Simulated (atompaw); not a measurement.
## Reading a pseudo-wave (magnesium)

Columns: radius, all-electron u(r) and pseudo u(r) of the 3s shell (level -11.36 eV) of magnesium in the configuration [He] 2s2 2p6 3s1 3p0; PBE, non-relativistic, PAW (atompaw) scheme, atompaw 4.2.0.5.

```tsv
r (bohr)	all-electron	pseudo
0.044	0.1311	-0.0820
0.088	0.1342	-0.1610
0.133	0.0767	-0.2360
0.177	-0.0006	-0.3009
0.221	-0.0787	-0.3556
0.265	-0.1474	-0.3984
0.310	-0.2035	-0.4290
0.354	-0.2432	-0.4455
0.398	-0.2682	-0.4491
0.442	-0.2800	-0.4404
0.487	-0.2801	-0.4202
0.531	-0.2704	-0.3908
0.575	-0.2526	-0.3537
0.619	-0.2283	-0.3109
0.663	-0.1990	-0.2641
0.708	-0.1650	-0.2139
0.752	-0.1290	-0.1640
0.796	-0.0909	-0.1146
0.840	-0.0516	-0.0664
0.885	-0.0108	-0.0190
0.929	0.0292	0.0252
0.973	0.0690	0.0674
1.017	0.1081	0.1076
1.062	0.1472	0.1472
1.106	0.1844	0.1844
1.150	0.2203	0.2203
```

Q: How many radial nodes do the two functions have?

A: The all-electron 3s function has n − l − 1 = 2; the pseudo-wave has 1, since 1 lower shell of the same l stays in the valence.

Q: Is the pseudo-wave norm-conserving?

A: No, it belongs to a PAW set: the norm inside the radius is not constrained, and the difference is carried by the augmentation charge.
